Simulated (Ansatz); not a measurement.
```yaml
crystal:
  periodic: [false, false, false]
  atoms:
    - {symbol: C, position_ang: [-0.199224, 2.119424, 0.064608]}
    - {symbol: C, position_ang: [-0.389296, 0.632732, -0.154007]}
    - {symbol: Te, position_ang: [1.272008, -0.480773, 0.636790]}
    - {symbol: D, position_ang: [0.488260, -2.384569, 0.065563]}
    - {symbol: H, position_ang: [-1.047872, 2.678420, -0.339885]}
    - {symbol: H, position_ang: [-0.120160, 2.361408, 1.127130]}
    - {symbol: H, position_ang: [0.703654, 2.484962, -0.430303]}
    - {symbol: H, position_ang: [-1.285512, 0.266095, 0.347667]}
    - {symbol: H, position_ang: [-0.458353, 0.390223, -1.215012]}
    - {symbol: H, position_ang: [0.374502, -2.428294, -1.015884]}
    - {symbol: H, position_ang: [-0.465761, -2.555219, 0.560652]}
    - {symbol: H, position_ang: [1.204656, -3.139609, 0.386680]}
basis:
  gaussian: {orbitals: STO-3G, point_charges: [{charge: 2.00, position_ang: [5.044, 0.464, -0.129]}]}
hamiltonian: {xc: {name: PBE}}
output: {forces: true}
```

```sh
$ ansatz run in.yaml --threads 4 --pin off --events-out ev --progress --plain --max-ram 10444MiB
```

It prints (some lines left out):

```
Error: YAML parse error: error: line 7 column 16: `D` is not an element symbol (H … Og, case-exact)
 --> <input>:7:16
  |
5 |     - {symbol: C, position_ang: [-0.389296, 0.632732, -0.154007]}
6 |     - {symbol: Te, position_ang: [1.272008, -0.480773, 0.636790]}
7 |     - {symbol: D, position_ang: [0.488260, -2.384569, 0.065563]}
  |                ^ `D` is not an element symbol (H … Og, case-exact)
8 |     - {symbol: H, position_ang: [-1.047872, 2.678420, -0.339885]}
9 |     - {symbol: H, position_ang: [-0.120160, 2.361408, 1.127130]}
  |
```

Question: Something in this input is off. What?

Answer: An element symbol is wrong. The input was rejected before any iteration.
